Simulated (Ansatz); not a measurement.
`B[SiH2]N[SiH3]` + CH₃SH → `CS[SiH3]` + `B[SiH2]N` at 298.15 K and 1 bar (ligand exchange at the Si–N bond).

Gas-phase electronic energies from Ansatz, PBE0-D4/def2-TZVP geometries. CCSD(T)/CBS is the MP2 limit (def2-TZVPP, def2-QZVPP) plus CCSD(T) − MP2 in def2-TZVPP, frozen cores. This one scheme is used for every species. Each species was taken in one conformer, which may not be the lowest.

```
         species  CCSD(T)/CBS energy (Eh)  H − E (kJ/mol)  S (J/(mol·K))
`B[SiH2]N[SiH3]`               -662.46710           228.4          367.8
           CH₃SH               -438.22835           133.0          253.2
      `CS[SiH3]`               -728.52947           184.9          312.0
      `B[SiH2]N`               -372.16627           181.6          304.5
```

H − E and S are ideal-gas, rigid-rotor, harmonic terms from PBE0-D4/def2-TZVP, for one conformer and one mirror image of each species. 1 Eh = 2625.50 kJ/mol, R = 8.31446 J/(mol·K).

Question: By hand: ΔE, ΔH, ΔS and ΔG.

Answer: ΔE = (-728.52947) + (-372.16627) − (-662.46710) − (-438.22835) = -0.00029 Eh = -0.8 kJ/mol. Δ(H − E) = 184.9 + 181.6 − 228.4 − 133.0 = 5.1, so ΔH = 4.3 kJ/mol. ΔS = 312.0 + 304.5 − 367.8 − 253.2 = -4.5 J/(mol·K). ΔG = 4.3 − 298.15 × (-4.5)/1000 = 5.6 kJ/mol.

Question: By hand: the equilibrium constant, and the temperature at which ΔG would vanish if ΔH and ΔS stayed fixed.

Answer: log₁₀ K = −ΔG/(RT ln 10) = -1.0. ΔH and −TΔS have one sign here, so there is no such temperature.

The number of gas molecules stays the same, so ΔS is small and ΔH decides. The sign of ΔG lies within the doubt. A doubt of 5 kJ/mol in ΔE shifts log₁₀ K by 0.9 here. Other conformers and mirror images would add mixing entropy, several J/(mol·K) or more a flexible species. Modes under 60 cm⁻¹, often nearly free rotors, make the harmonic entropy too high. These are equilibria of isolated gas molecules and say nothing of rates. Largest T1 diagnostic: 0.011 (customary marks: 0.02 for closed shells, 0.045 for open ones).

ΔS is within the doubt of such terms, so its sign, and with it that verdict, could turn.
